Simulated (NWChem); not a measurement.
System: GeH$_{3}$I; SMILES [GeH3][I]

NWChem input:

```
start job
memory heap 200 mb stack 900 mb global 1100 mb
geometry units angstroms
  Ge    -1.543874    -0.034240    -0.003297
  I      0.931326     0.020660     0.002003
  H     -1.970011    -1.244250    -0.773336
  H     -1.999883    -0.110248     1.419670
  H     -2.024947     1.221535    -0.659237
end
basis spherical
  Ge library def2-svp
  I library def2-svp
  H library def2-svp
end
ecp
  I library def2-ecp
end
dft
  xc xpbe96 cpbe96
  iterations 150
end
driver
  maxiter 150
  trust 0.05
end
task dft optimize
```

NWChem printed, in part:

```
             Northwest Computational Chemistry Package (NWChem) 7.3.0
             --------------------------------------------------------

 C3V symmetry detected

                             Geometry "geometry" -> ""
                             -------------------------

 Output coordinates in angstroms (scale by  1.889725989 to convert to a.u.)

  No.       Tag          Charge          X              Y              Z
 ---- ---------------- ---------- -------------- -------------- --------------
    1 Ge                  32.0000     0.00000000     0.00000000    -1.47562054
    2 I                   53.0000     0.00000000    -0.00000000     1.00019390
    3 H                    1.0000     1.00797897     1.00797897    -1.93013979
    4 H                    1.0000     0.36894591    -1.37692488    -1.93013979
    5 H                    1.0000    -1.37692488     0.36894591    -1.93013979

 Effective nuclear repulsion energy (a.u.)     422.9171073677

      Symmetry information
      --------------------

 Group name             C3v
 Group number             17
 Group order               6
 No. of unique centers     3

                                Z-matrix (autoz)
                                --------

 Units are Angstrom for bonds and degrees for angles

      Type          Name      I     J     K     L     M      Value
      ----------- --------  ----- ----- ----- ----- ----- ----------
    1 Stretch                  1     2                       2.47581
    2 Stretch                  1     3                       1.49621
    3 Stretch                  1     4                       1.49621
    4 Stretch                  1     5                       1.49621
    5 Bend                     2     1     3               107.68486
    6 Bend                     2     1     4               107.68486
    7 Bend                     2     1     5               107.68486
    8 Bend                     3     1     4               111.19698
    9 Bend                     3     1     5               111.19698
   10 Bend                     4     1     5               111.19698

                           NWChem Geometry Optimization
                           ----------------------------

 maximum gradient threshold         (gmax) =   0.000450
 rms gradient threshold             (grms) =   0.000300
 maximum cartesian step threshold   (xmax) =   0.001800
 rms cartesian step threshold       (xrms) =   0.001200
 fixed trust radius                (trust) =   0.050000
 source of zmatrix                         =   autoz

          -------------------
          Energy Minimization
          -------------------

 Using diagonal initial Hessian
 Scaling for Hessian diagonals: bonds = 1.00  angles = 0.25  torsions = 0.10

          --------
          Step   0

                                 NWChem DFT Module
                                 -----------------

[...]

      ----------------------
      Optimization converged
      ----------------------

  Step       Energy      Delta E   Gmax     Grms     Xrms     Xmax
  ---- ---------------- -------- -------- -------- -------- --------
@    4   -2375.93110717 -9.8D-07  0.00006  0.00006  0.00086  0.00162
                                     ok       ok       ok       ok

                                Z-matrix (autoz)
                                --------

 Units are Angstrom for bonds and degrees for angles

      Type          Name      I     J     K     L     M      Value     Gradient
      ----------- --------  ----- ----- ----- ----- ----- ---------- ----------
    1 Stretch                  1     2                       2.54197    0.00003
    2 Stretch                  1     3                       1.54747   -0.00005
    3 Stretch                  1     4                       1.54747   -0.00005
    4 Stretch                  1     5                       1.54747   -0.00005
    5 Bend                     2     1     3               107.77707    0.00006
    6 Bend                     2     1     4               107.77707    0.00006
    7 Bend                     2     1     5               107.77707    0.00006
    8 Bend                     3     1     4               111.11094   -0.00006
    9 Bend                     3     1     5               111.11094   -0.00006
   10 Bend                     4     1     5               111.11094   -0.00006

                         Geometry "geometry" -> "geometry"
                         ---------------------------------

 Output coordinates in angstroms (scale by  1.889725989 to convert to a.u.)

  No.       Tag          Charge          X              Y              Z
 ---- ---------------- ---------- -------------- -------------- --------------
    1 Ge                  32.0000     0.00000000    -0.00000000    -1.47808334
    2 I                   53.0000     0.00000000     0.00000000     1.06388456
    3 H                    1.0000     1.04198167     1.04198167    -1.95054908
    4 H                    1.0000     0.38139176    -1.42337343    -1.95054908
    5 H                    1.0000    -1.42337343     0.38139176    -1.95054908

 Effective nuclear repulsion energy (a.u.)     411.5934535011

      Symmetry information
      --------------------

 Group name             C3v
 Group number             17
 Group order               6
 No. of unique centers     3

                Final and change from initial internal coordinates
                --------------------------------------------------

                                Z-matrix (autoz)
                                --------

 Units are Angstrom for bonds and degrees for angles

[...]
```

Level: PBE/def2-SVP with def2 effective core potentials on I. def2 effective core potentials on I; no spin-orbit coupling.
